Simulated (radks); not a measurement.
Question: Isoelectronic series with 20 electrons, each ion in its NIST ground configuration. Method: Dirac Kohn-Sham, LDA (Slater exchange, Perdew-Wang correlation), spin-unpolarised, spherical densities, finite nucleus; open shells are shared between the two j in proportion to 2j + 1; Fermi nuclear charge, rms radius of each element as measured or else 0.836 A^(1/3) + 0.57 fm; computed with a radial shooting solver on a logarithmic mesh with Libxc functionals. Total energies (hartree) and orbital eigenvalues (eV) (* marks an orbital that is empty in some or all of the ions):

| ion | configuration | E (hartree) | 4s1/2* | 3p3/2 |
|---|---|---|---|---|
| Ca | [Ar] 4s2 | -678.69488 | -3.8641 | -27.8525 |
| Ni8+ | [Ar] 3d2 | -1495.97435 | -110.8279 | -240.0939 |
| Kr16+ | [Ar] 3d2 | -2656.72753 | -338.5076 | -664.3759 |
| Ru24+ | [Ar] 3d2 | -4171.13550 | -681.9328 | -1286.408 |
| Te32+ | [Ar] 3d2 | -6054.57696 | -1144.297 | -2107.218 |
| Nd40+ | [Ar] 3d2 | -8327.7570 | -1730.888 | -3129.300 |
| Er48+ | [Ar] 3d2 | -11018.0367 | -2449.020 | -4356.066 |

Estimate the row of Os56+ ([Ar] 3d2).

Answer: E (hartree) -14161.9172; 4s1/2* -3308.533; 3p3/2 -5791.740.
